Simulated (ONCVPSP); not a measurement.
Reading a pseudo-wave (Fe)

Columns: radius, all-electron u(r) and pseudo u(r) of the 3d shell (level -43.47 eV) of iron in the configuration [Ne] 3s2 3p6 3d5; PBE, non-relativistic, ONCV scheme, ONCVPSP 4.0.1.

| r (bohr) | all-electron | pseudo |
| --- | --- | --- |
| 0.078 | 0.0424 | 0.0039 |
| 0.155 | 0.1914 | 0.0289 |
| 0.232 | 0.3907 | 0.0904 |
| 0.310 | 0.5862 | 0.1966 |
| 0.388 | 0.7467 | 0.3438 |
| 0.465 | 0.8628 | 0.5176 |
| 0.542 | 0.9384 | 0.7009 |
| 0.620 | 0.9786 | 0.8732 |
| 0.698 | 0.9894 | 1.0103 |
| 0.775 | 0.9785 | 1.0967 |
| 0.852 | 0.9524 | 1.1302 |
| 0.930 | 0.9154 | 1.1145 |
| 1.008 | 0.8715 | 1.0582 |
| 1.085 | 0.8244 | 0.9752 |
| 1.162 | 0.7753 | 0.8786 |
| 1.240 | 0.7252 | 0.7818 |
| 1.318 | 0.6756 | 0.6983 |
| 1.395 | 0.6279 | 0.6334 |
| 1.472 | 0.5820 | 0.5825 |
| 1.550 | 0.5376 | 0.5376 |
| 1.628 | 0.4955 | 0.4955 |
| 1.705 | 0.4563 | 0.4563 |
| 1.782 | 0.4195 | 0.4195 |
| 1.860 | 0.3846 | 0.3846 |
| 1.938 | 0.3522 | 0.3522 |
| 2.015 | 0.3224 | 0.3224 |

(1) How many radial nodes do the two functions have?

(2) At about which radius was the pseudo-wave matched?

(3) Is the pseudo-wave norm-conserving?

## Answers

(1) The all-electron 3d function has n − l − 1 = 0; the pseudo-wave has 0.

(2) 1.55 bohr, where the columns begin to agree (steps of 0.08 bohr).

(3) Yes: the ONCV scheme keeps the norm inside the radius equal to the all-electron one, which fixes the energy derivative of the logarithmic derivative at the level.
